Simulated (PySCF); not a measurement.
## Property card for `CC(C)[Si@@H](F)[C@H]1OC=C[SiH2]1`

C6H13FOSi2.
Numbering: `[CH3:1][CH:2]([CH3:3])[Si@@H:4]([F:5])[C@H:6]1[O:7][CH:8]=[CH:9][SiH2:10]1` (hydrogens: H11, H12, H13 on C1; H14 on C2; H15, H16, H17 on C3; H18 on Si4; H19 on C6; H20 on C8; H21 on C9; H22, H23 on Si10)

Structural features include: C=C double bond, ether, Si–H bond and C–Si bond.

**GFN2-xTB geometry**

```
Point group of the GFN2-xTB geometry                  : C1
Rotational constants A, B, C of the GFN2-xTB geometry : 1.608, 0.658, 0.600 GHz
```

From PBE0/pcSseg-1 ground state and GIAO shieldings, non-relativistic (PySCF):

```
Dipole moment                                               : 1.92 D
HOMO energy                                                 : -6.65 eV
LUMO energy                                                 : 0.16 eV
HOMO–LUMO gap                                               : 6.81 eV
Lowest Hirshfeld atomic charge                              : -0.20 e on F5/C9
Highest Hirshfeld atomic charge                             : +0.43 e on Si4
13C chemical shifts (computed TMS as zero) by class         : 173.3 (C8), 88.8 (C9), 61.8 (C6), 20.0 (C1), 19.1 (C3), 18.7 (C2) ppm
1H chemical shifts (computed TMS as zero) by class          : 7.28 (H20), 5.40 (H18), 5.08 (H22), 5.04 (H23), 4.75 (H21), 3.86 (H19), 1.27 (H14), 1.26 (H11/H12/H13), 0.96 (H15/H16/H17) ppm
Isotropic shieldings of nuclei other than C and H, by class : 184 (O7), 387 (F5), 331 (Si4), 389 (Si10) ppm
Mayer bond orders between heavy atoms                       : C1–C2 1.03, C2–C3 1.03, C2–Si4 0.85, Si4–F5 0.89, Si4–C6 0.85, C6–O7 0.81, O7–C8 1.08, C8–C9 1.77, C9–Si10 0.95, Si10–C6 0.84
```

Monoisotopic mass from the formula: 176.0489 u.

The rotational constants make it an asymmetric top with κ = (2B − A − C)/(A − C) = -0.89, nearer the prolate limit (−1). In atomic units the dipole is 0.75 e·bohr (1 au = 2.5417 D). With B = h/(8π²I), that is 505.379 GHz u Å² over I, the principal moments of inertia are 314.3, 767.9 and 842.0 u Å² (most abundant isotopes).

The structure is a single GFN2-xTB conformer in the gas phase; no vibrational or solvent corrections. NMR classes are plain means over equivalent atoms (diastereotopic ones count apart unless rotation or inversion swaps them), as if these changed places fast; in this geometry the members of some classes differ.

Shape of the structure used: `[CH3:1][CH:2]([CH3:3])[Si@@H:4]([F:5])[C@H:6]1[O:7][CH:8]=[CH:9][SiH2:10]1`: C1–C2–Si4–F5 -23°, C2–Si4–C6–O7 173°.
